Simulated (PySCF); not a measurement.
PySCF input for CuH, SMILES [CuH] (connectivity only; charge and spin as stated), neutral, multiplicity 1, TDDFT-PBE0/def2-TZVPD. Coordinates come from a PBE0-D3(BJ)/def2-TZVPD optimisation. The spin state was assumed, not searched.

```python
import numpy as np
from pyscf import gto, scf, dft, tdscf

mol = gto.M(
    atom='''
    Cu    0.00000000    0.00000000   -0.04951385
    H     0.00000000    0.00000000    1.43590157
    ''',
    basis='def2-TZVPD',
    charge=0,
    spin=0,
    symmetry=True,
    symmetry_subgroup='C2v',
    max_memory=1600,
    verbose=4,
)
mf = dft.RKS(mol, xc='pbe0').density_fit(auxbasis='def2-universal-jkfit')
mf.grids.level = 3
mf.conv_tol = 1e-9
mf.max_cycle = 100
mf.kernel()
mf.grids = dft.Grids(mol).set(level=1).build(with_non0tab=True)  # coarser grid for the response kernel
td = tdscf.TDDFT(mf)
td.singlet = True
td.nstates = 10
td.conv_tol = 1e-4
td.kernel(x0=td.get_init_guess(mf, 15))
td.analyze()
tt = tdscf.TDA(mf)
tt.singlet = False
tt.nstates = 4
tt.conv_tol = 1e-4
tt.kernel(x0=tt.get_init_guess(mf, 9))
tt.analyze(verbose=3)
```

Output:

```
PySCF version 2.14.0

[INPUT] verbose = 4
[INPUT] num. atoms = 2
[INPUT] num. electrons = 30
[INPUT] charge = 0
[INPUT] spin (= nelec alpha-beta = 2S) = 0
[INPUT] symmetry True subgroup C2v
[INPUT] Mole.unit = angstrom
[INPUT] Symbol           X                Y                Z      unit          X                Y                Z       unit  Magmom
[INPUT]  1 Cu     0.000000000000   0.000000000000  -0.049513850000 AA    0.000000000000   0.000000000000  -0.093567615873 Bohr   0.0
[INPUT]  2 H      0.000000000000   0.000000000000   1.435901570000 AA    0.000000000000   0.000000000000   2.713460709133 Bohr   0.0

nuclear repulsion = 10.3312103200598
point group symmetry = Coov, use subgroup C2v
symmetry origin: [ 0.00000000e+00  0.00000000e+00 -5.03926967e-09]
symmetry axis x: [1. 0. 0.]
symmetry axis y: [0. 1. 0.]
symmetry axis z: [0. 0. 1.]
num. orbitals of irrep A1 = 26
num. orbitals of irrep A2 = 5
num. orbitals of irrep B1 = 13
num. orbitals of irrep B2 = 13
number of shells = 21
number of NR pGTOs = 106
number of NR cGTOs = 57
basis = def2-TZVPD
ecp = {}


******** <class 'pyscf.df.df_jk.DFSymAdaptedRKS'> ********
method = DFSymAdaptedRKS
initial guess = minao
damping factor = 0
level_shift factor = 0
DIIS = <class 'pyscf.scf.diis.CDIIS'>
diis_start_cycle = 1
diis_space = 8
diis_damp = 0
SCF conv_tol = 1e-09
SCF conv_tol_grad = None
SCF max_cycles = 100
direct_scf = False
XC library pyscf.dft.libxc version 7.1.2
    S. Lehtola, C. Steigemann, M. J. T. Oliveira, and M. A. L. Marques,  SoftwareX 7, 1–5 (2018)
XC functionals = pbe0
    C. Adamo and V. Barone,  J. Chem. Phys. 110, 6158 (1999)
    M. Ernzerhof and G. E. Scuseria,  J. Chem. Phys. 110, 5029 (1999)
radial grids:
    Treutler-Ahlrichs [JCP 102, 346 (1995); DOI:10.1063/1.469408] (M4) radial grids

becke partition: Becke, JCP 88, 2547 (1988); DOI:10.1063/1.454033
pruning grids: <function nwchem_prune>
grids dens level: 3
symmetrized grids: True
atomic radii adjust function: <function treutler_atomic_radii_adjust>
small_rho_cutoff = 0
Freeze 0 electrons in irreps []
    30 free electrons in irreps A1 A2 B1 B2
Set gradient conv threshold to 3.16228e-05
Initial guess from minao.
tot grids = 30448
******** <class 'pyscf.df.df.DF'> ********
auxbasis = def2-universal-jkfit
init E= -1640.38813434633
HOMO (A2) = -0.107447819852199  LUMO (A1) = -0.0519359082748556  gap/eV = 1.51056
cycle= 1 E= -1639.93716069446  delta_E= 0.451  |g|= 3.25  |ddm|= 1.33
HOMO (A1) = -0.42210222630113  LUMO (A1) = -0.234354592186192  gap/eV = 5.10887
cycle= 2 E= -1637.91928744058  delta_E= 2.02  |g|= 6.01  |ddm|= 3.68
HOMO (A1) = -0.318960915181503  LUMO (A1) = -0.124444087665037  gap/eV = 5.29307
cycle= 3 E= -1640.77673060645  delta_E= -2.86  |g|= 0.763  |ddm|= 2.55
HOMO (A1) = -0.230407331092096  LUMO (A1) = -0.0697242742999515  gap/eV = 4.37241
cycle= 4 E= -1640.83722126706  delta_E= -0.0605  |g|= 0.123  |ddm|= 0.602
HOMO (A1) = -0.244845418564867  LUMO (A1) = -0.0725477934787486  gap/eV = 4.68846
cycle= 5 E= -1640.83870644897  delta_E= -0.00149  |g|= 0.0206  |ddm|= 0.0627
HOMO (A1) = -0.244929544819053  LUMO (A1) = -0.0732522007876684  gap/eV = 4.67158
cycle= 6 E= -1640.83880918249  delta_E= -0.000103  |g|= 0.00588  |ddm|= 0.0189
HOMO (A1) = -0.245019535382755  LUMO (A1) = -0.0732772285160648  gap/eV = 4.67335
cycle= 7 E= -1640.83881730709  delta_E= -8.12e-06  |g|= 0.00333  |ddm|= 0.0112
HOMO (A1) = -0.244734965323977  LUMO (A1) = -0.0731922449319917  gap/eV = 4.66792
cycle= 8 E= -1640.83881887419  delta_E= -1.57e-06  |g|= 0.000981  |ddm|= 0.00294
HOMO (A1) = -0.244640591492169  LUMO (A1) = -0.073147229488475  gap/eV = 4.66657
cycle= 9 E= -1640.8388189917  delta_E= -1.18e-07  |g|= 8.86e-05  |ddm|= 0.00107
HOMO (A1) = -0.244647010267855  LUMO (A1) = -0.0731504159359444  gap/eV = 4.66666
cycle= 10 E= -1640.83881899254  delta_E= -8.39e-10  |g|= 7.23e-06  |ddm|= 7.97e-05
HOMO (A1) = -0.24464771757745  LUMO (A1) = -0.073151047182697  gap/eV = 4.66666
Extra cycle  E= -1640.83881899254  delta_E= 1.82e-12  |g|= 2.01e-05  |ddm|= 1.78e-05
converged SCF energy = -1640.83881899254
tot grids = 9912


******** <class 'pyscf.tdscf.rks.TDDFT'> for <class 'pyscf.df.df_jk.DFSymAdaptedRKS'> ********
nstates = 10 singlet
deg_eia_thresh = 1.000e-03
wfnsym = None
conv_tol = 0.0001
eigh lindep = 1e-12
eigh level_shift = 0
eigh max_cycle = 100


Excitation energies (eV)
[3.12234776 3.58008401 3.58008425 3.73660001 3.73660001 5.43725845
 5.43725845 5.99021797 5.99021797 6.13716891]

** Singlet excitation energies and oscillator strengths **
Excited State   1:   A1      3.12235 eV    397.09 nm  f=0.0423
      10 -> 16       -0.18024
      15 -> 16        0.68054
Excited State   2:   A2      3.58008 eV    346.32 nm  f=0.0000
      14 -> 16       -0.70113
Excited State   3:   A1      3.58008 eV    346.32 nm  f=0.0000
      13 -> 16        0.70113
Excited State   4:   B2      3.73660 eV    331.81 nm  f=0.0019
      12 -> 16        0.69691
Excited State   5:   B1      3.73660 eV    331.81 nm  f=0.0019
      11 -> 16        0.69691
Excited State   6:   B1      5.43726 eV    228.03 nm  f=0.1857
      13 -> 17       -0.14851
      14 -> 18       -0.14851
      15 -> 17        0.66377
Excited State   7:   B2      5.43726 eV    228.03 nm  f=0.1857
      13 -> 18        0.14851
      14 -> 17       -0.14851
      15 -> 18        0.66377
Excited State   8:   B2      5.99022 eV    206.98 nm  f=0.0000
      13 -> 18       -0.49311
      14 -> 17       -0.49311
Excited State   9:   B1      5.99022 eV    206.98 nm  f=0.0000
      13 -> 17        0.49311
      14 -> 18       -0.49311
Excited State  10:   A1      6.13717 eV    202.02 nm  f=0.0195
      10 -> 16        0.41687
      11 -> 17        0.38629
      12 -> 18        0.38629
      15 -> 16        0.10221

** Transition electric dipole moments (AU) **
state          X           Y           Z        Dip. S.      Osc.
  1         0.0000      0.0000     -0.7436      0.5529      0.0423
  2        -0.0000     -0.0000      0.0000      0.0000      0.0000
  3        -0.0000     -0.0000     -0.0000      0.0000      0.0000
  4         0.0000     -0.1429      0.0000      0.0204      0.0019
  5        -0.1429      0.0000      0.0000      0.0204      0.0019
  6         1.1808     -0.0000     -0.0000      1.3944      0.1857
  7        -0.0000      1.1808     -0.0000      1.3944      0.1857
  8         0.0000      0.0000      0.0000      0.0000      0.0000
  9         0.0000     -0.0000     -0.0000      0.0000      0.0000
 10        -0.0000     -0.0000     -0.3605      0.1299      0.0195

** Transition velocity dipole moments (imaginary part, AU) **
state          X           Y           Z        Dip. S.      Osc.
  1        -0.0000     -0.0000     -0.0796      0.0063      0.0368
  2        -0.0000     -0.0000     -0.0000      0.0000      0.0000
  3        -0.0000     -0.0000     -0.0000      0.0000      0.0000
  4        -0.0000     -0.0244     -0.0000      0.0006      0.0029
  5        -0.0244     -0.0000      0.0000      0.0006      0.0029
  6         0.2394      0.0000     -0.0000      0.0573      0.1912
  7         0.0000      0.2394      0.0000      0.0573      0.1912
  8         0.0000      0.0000     -0.0000      0.0000      0.0000
  9         0.0000      0.0000     -0.0000      0.0000      0.0000
 10        -0.0000      0.0000     -0.0792      0.0063      0.0186

** Transition magnetic dipole moments (imaginary part, AU) **
state          X           Y           Z
  1        -0.0000      0.0000      0.0000
  2         0.0000      0.0000     -0.0000
  3        -0.0000      0.0000      0.0000
  4        -0.3391     -0.0000      0.0000
  5         0.0000      0.3391     -0.0000
  6        -0.0000     -0.2944      0.0000
  7         0.2944      0.0000     -0.0000
  8        -0.0000     -0.0000     -0.0000
  9        -0.0000      0.0000      0.0000
 10        -0.0000     -0.0000      0.0000


******** <class 'pyscf.tdscf.rks.TDA'> for <class 'pyscf.df.df_jk.DFSymAdaptedRKS'> ********
nstates = 4 triplet
deg_eia_thresh = 1.000e-03
wfnsym = None
conv_tol = 0.0001
eigh lindep = 1e-12
eigh level_shift = 0
eigh max_cycle = 100


Excitation energies (eV)
[2.28345123 3.31081153 3.31081197 3.36436897]

** Triplet excitation energies and oscillator strengths **
Excited State   1:   A1      2.28345 eV    542.97 nm  f=0.0000
Excited State   2:   A2      3.31081 eV    374.48 nm  f=0.0000
Excited State   3:   A1      3.31081 eV    374.48 nm  f=0.0000
Excited State   4:   B2      3.36437 eV    368.52 nm  f=0.0000
```

The calculation finished and met its thresholds.
